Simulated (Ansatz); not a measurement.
`Cl[Si](Cl)(I)I` + HCl → `Cl[Si](Cl)(Cl)I` + HI at 600 K and 1 bar (ligand exchange at the Si–I bond).

Calculated with Ansatz (gas phase, PBE0-D4/def2-TZVP geometries, no zero-point term in ΔE). CCSD(T)/CBS adds triple-zeta CCSD(T) − MP2 to the extrapolated MP2 energy (def2 sets, frozen cores). This one scheme is used for every species. def2 core potentials past Kr. For I outer-core shells are correlated without core-valence functions, which leaves a few kJ/mol of doubt a bond.

| species | CCSD(T)/CBS energy (Eh) | H − E (kJ/mol) | S (J/(mol·K)) |
| --- | --- | --- | --- |
| `Cl[Si](Cl)(I)I` | -1803.70048 | 67.2 | 458.8 |
| HCl | -460.38127 | 35.4 | 207.2 |
| `Cl[Si](Cl)(Cl)I` | -1966.04944 | 67.8 | 433.5 |
| HI | -298.03592 | 31.6 | 227.0 |

H − E and S are ideal-gas, rigid-rotor, harmonic terms from PBE0-D4/def2-TZVP. 1 Eh = 2625.50 kJ/mol, R = 8.31446 J/(mol·K).

Question: By hand: ΔE, ΔH, ΔS and ΔG.

Answer: ΔE = (-1966.04944) + (-298.03592) − (-1803.70048) − (-460.38127) = -0.00361 Eh = -9.5 kJ/mol. Δ(H − E) = 67.8 + 31.6 − 67.2 − 35.4 = -3.2, so ΔH = -12.7 kJ/mol. ΔS = 433.5 + 227.0 − 458.8 − 207.2 = -5.5 J/(mol·K). ΔG = -12.7 − 600 × (-5.5)/1000 = -9.4 kJ/mol.

Question: By hand: the equilibrium constant, and the temperature at which ΔG would vanish if ΔH and ΔS stayed fixed.

Answer: log₁₀ K = −ΔG/(RT ln 10) = 0.8. ΔG = 0 at ΔH/ΔS = 2309 K, though so small a ΔS makes that figure unsure.

The number of gas molecules stays the same, so ΔS is small and ΔH decides. A doubt of 5 kJ/mol in ΔE shifts log₁₀ K by 0.4 here. These are equilibria of isolated gas molecules and say nothing of rates. Largest T1 diagnostic: 0.009 (customary marks: 0.02 for closed shells, 0.045 for open ones).
